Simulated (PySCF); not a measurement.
Two species compared at the same levels of theory.

First species: 1,2-dimethoxyethane, C4H10O2.
Structure used (GFN2-xTB), in Å, numbered top down from 1:
```xyz
16
C4H10O2 angstrom
C      2.7579   -0.0027   -0.0247
O      1.6018   -0.6669    0.4167
C      0.4500    0.1401    0.3615
C     -0.7270   -0.6865    0.8935
O     -1.9104    0.0518    1.0599
C     -2.5742    0.3800   -0.1363
H      3.5767   -0.7139    0.0612
H      2.9707    0.8791    0.5928
H      2.6602    0.3174   -1.0701
H      0.5738    1.0400    0.9844
H      0.2655    0.4625   -0.6759
H     -0.8906   -1.5471    0.2293
H     -0.4647   -1.0569    1.8870
H     -2.7399   -0.5110   -0.7538
H     -2.0231    1.1216   -0.7246
H     -3.5344    0.8016    0.1552
```

Second species: 2-(trifluoromethyl)pyridine, C6H4F3N.
SMILES: `FC(F)(F)c1ccccn1`

Levels: PBE0/def2-SVPD for dipole moment, HOMO energy, LUMO energy, HOMO–LUMO gap, static isotropic polarisability and electronic spatial extent ⟨r²⟩ about the centre of nuclear charge; TDDFT PBE0/def2-SVPD for lowest singlet excitation; TDA PBE0/def2-SVPD for lowest triplet excitation (Tamm–Dancoff); GFN2-xTB for rotational constant A and rotational constant C. Geometries: GFN2-xTB. All species are isolated and taken at one optimised geometry, non-relativistic unless stated. Electronic properties by PySCF.

Dipoles, sizes and rotational constants follow the conformer. The torsions of the flexible species, by atom-mapped SMILES:
- `[CH3:1][O:2][CH2:3][CH2:4][O:5][CH3:6]`: C1–O2–C3–C4 -179°, O2–C3–C4–O5 172°, C3–C4–O5–C6 74°
- `[F:1][C:2]([F:3])([F:4])[c:5]1[cH:6][cH:7][cH:8][cH:9][n:10]1`: F1–C2–C5–C6 -72°

| property | column X | column Y |
| --- | --- | --- |
| dipole moment | 4.42 D | 1.86 D |
| HOMO energy | -8.11 eV | -7.45 eV |
| LUMO energy | -1.50 eV | 0.71 eV |
| HOMO–LUMO gap | 6.61 eV | 8.16 eV |
| lowest singlet excitation | 4.88 eV | 7.00 eV |
| lowest triplet excitation (Tamm–Dancoff) | 4.18 eV | 6.84 eV |
| static isotropic polarisability | 74.9 au | 61.4 au |
| electronic spatial extent ⟨r²⟩ about the centre of nuclear charge | 1324 bohr² | 889 bohr² |
| rotational constant A | 2.922 GHz | 11.771 GHz |
| rotational constant C | 0.838 GHz | 1.374 GHz |

Task: Which column belongs to which species?

Result: Column X is the second species and column Y the first. The first has 16 atoms and 50 electrons, the second 14 and 74.

Task: How does each property change from the first species to the second?

Result: dipole moment +2.56 D; HOMO energy -0.66 eV; LUMO energy -2.21 eV; HOMO–LUMO gap -1.55 eV; lowest singlet excitation -2.12 eV; lowest triplet excitation (Tamm–Dancoff) -2.66 eV; static isotropic polarisability +13.5 au; electronic spatial extent ⟨r²⟩ about the centre of nuclear charge +435 bohr²; rotational constant A -8.849 GHz; rotational constant C -0.536 GHz.

On the first: In wavenumbers S1 is 56500 cm⁻¹ (1 eV = 8065.54 cm⁻¹). The polarisability is 9.10 Å³ as a volume (1 au = 0.148185 Å³), or 1.23 au for each of the 50 electrons.

On the second: The dipole matches unit charges of opposite sign 0.92 Å apart (1 e·Å = 4.8032 D). S1 lies 1.73 eV below the HOMO–LUMO gap; its leading configuration is HOMO→LUMO, weight 0.99.
